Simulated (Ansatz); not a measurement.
System: sum formula H$_{9}$Si$_{3}$NO (charge 0, singlet). 
Structure (B3LYP-D3(BJ)/def2-TZVP (Ansatz, an electronic-structure program) minimum search):
SMILES: [SiH3]N[SiH2]O[SiH3]
```xyz
14

Si    -0.0666     0.1478    -0.9932
N     -1.4849     0.6675    -0.1787
Si    -2.6356    -0.2945     0.6896
O      1.2075    -0.0172     0.0208
Si     2.8036    -0.1336     0.3476
H     -0.3411    -1.1708    -1.5974
H      0.2827     1.1633    -2.0112
H     -1.5911     1.6697    -0.0922
H     -4.0198    -0.0034     0.2440
H     -2.3065    -1.7098     0.4143
H     -2.5799    -0.0547     2.1528
H      3.0111     0.1214     1.7896
H      3.5634     0.8641    -0.4430
H      3.2963    -1.4897     0.0120
```

Wanted: atomisation energy (electronic, to ground-state atoms), in kJ/mol. Cores are frozen in the correlated levels unless marked. UHF or UKS for open shells. Spin-orbit coupling is left out. Non-relativistic. The coupled-cluster limit lacks core correlation, which all-electron functionals hold. CBS marks a two-point X^-3 extrapolation of the correlation energy; Hartree-Fock from the larger set.

```csv
level,program,atomisation energy (kJ/mol),minus last row
HF/aug-cc-pV(D+d)Z,Ansatz,3373.6,-1332.5
HF/aug-cc-pV(T+d)Z,Ansatz,3495.3,-1210.8
SVWN5/def2-TZVPD,Ansatz,5181.8,475.7
BLYP-D3(BJ)/def2-TZVPD,Ansatz + dftd3,4639.3,-66.8
BLYP-D4/def2-TZVPD,Ansatz + dftd4,4640.7,-65.4
BHLYP/def2-TZVPD,Ansatz,4569.9,-136.2
r2SCAN0-D4/def2-TZVPD,Ansatz + dftd4,4609.3,-96.8
HSE06-D3(BJ)/def2-TZVPD,Ansatz + dftd3,4597.9,-108.2
CAM-B3LYP/def2-TZVPD,Ansatz,4683.9,-22.2
B2PLYP-D4/def2-TZVPD,Ansatz + dftd4,4630.6,-75.5
"RI-MP2/CBS(aug-cc-pV(T+d)Z,aug-cc-pV(Q+d)Z)",Ansatz,4728.3,22.2
SCS-MP2/aug-cc-pV(T+d)Z,Ansatz,4658.5,-47.6
CCSD/6-31G,Ansatz,3544.4,-1161.7
CCSD/cc-pV(D+d)Z,Ansatz,4214.0,-492.1
"CCSD(T)/CBS(cc-pV(T+d)Z,cc-pV(Q+d)Z)",Ansatz,4706.1,0.0
```
